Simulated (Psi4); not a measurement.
H₉NSi₃, triplet, at a GFN2-xTB geometry (a higher spin typed on purpose: for a closed-shell molecule this is an excited state). Base run: Psi4 with R2SCAN/3-21G.

Psi4 was given this input:
```
memory 2 GB

molecule {
0 3
  Si    0.29588846    1.70251023    0.48373777
  N    -0.00000000    0.00000000    0.00000000
  Si   -1.65400544   -0.53010415   -0.45094223
  Si    1.35811698   -1.17240608   -0.03279554
  H    -1.01382701    2.33135297    0.38956111
  H     0.85534829    1.52194590    1.82432035
  H     1.30231079    2.10473084   -0.50017945
  H    -1.95043645    0.38073295   -1.55785906
  H    -1.49893954   -1.94102467   -0.77486335
  H    -2.39739895   -0.20205199    0.76664074
  H     0.87160691   -2.19407132    0.89578860
  H     1.31856941   -1.61128638   -1.42871119
  H     2.51276655   -0.39032830    0.38530224
}

set basis 3-21g
set reference uks

energy('r2scan')
print_variables()
```

Each row names what was changed in the base input (with any setting that the change needs).

```tsv
change	ΔE vs base (mEh)	SCF cycles	grid points	basis functions	outcome
base	0.000	9	277289	66	converged
scf_type = disk_df	0.000	9	277289	66	converged
dft_radial_scheme = multiexp	-0.015	9	292144	66	converged
dft_spherical_points = 590	0.015	9	541100	66	converged
dft_spherical_points = 434	0.017	10	398370	66	converged
level_shift = 0.3	0.000	10	277289	66	converged
dft_spherical_points = 194	0.060	9	178820	66	converged
dft_spherical_points = 110	-0.225	9	101525	66	converged
scf_type = pk	0.334	9	277289	66	converged
dft_radial_scheme = becke	-0.028	9	246866	66	converged
e_convergence = 1e-4	0.000	9	277289	66	converged
dft_radial_points = 35	-17.949	9	131861	66	converged
soscf = true	-	-	-	66	stopped with an error
```

Open shells are given as the SCF converged; they aren't shown to be the lowest states, and a large step between rows can be another state.

- soscf = true: ended with `Fatal Error: Vx: UKS does not support rotated V builds for MGGA's`
